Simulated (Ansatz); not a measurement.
A calculation with Ansatz (development build ahead of 0.2.0).

```yaml
crystal:
  periodic: [false, false, false]
  atoms:
    - { symbol: Ti, position_ang: [0.0, 0.0, 0.0] }
    - { symbol: Cl, position_ang: [1.34361, 1.34361, 1.34361] }
    - { symbol: Cl, position_ang: [1.34361, -1.34361, -1.34361] }
    - { symbol: Cl, position_ang: [-1.34361, 1.34361, -1.34361] }
    - { symbol: Cl, position_ang: [-1.34361, -1.34361, 1.34361] }
basis:
  gaussian: { orbitals: cc-pVDZ }
hamiltonian:
  xc: hf
correlation:
  method: mp2
  frozen_orbitals: { Cl: 5, Ti: 5 }
```

The input is written out in the form of the current development build from the run's settings.

Output:

* Converged: yes
* Reference energy: -2686.65364 hartree
* Correlation energy: -0.89972 hartree
* Total energy: -2687.55335 hartree
* Spin squared of the determinant: 0.000

Caution: no unrestricted run beside it, a lower state can exist; other spin multiplicities were not run.
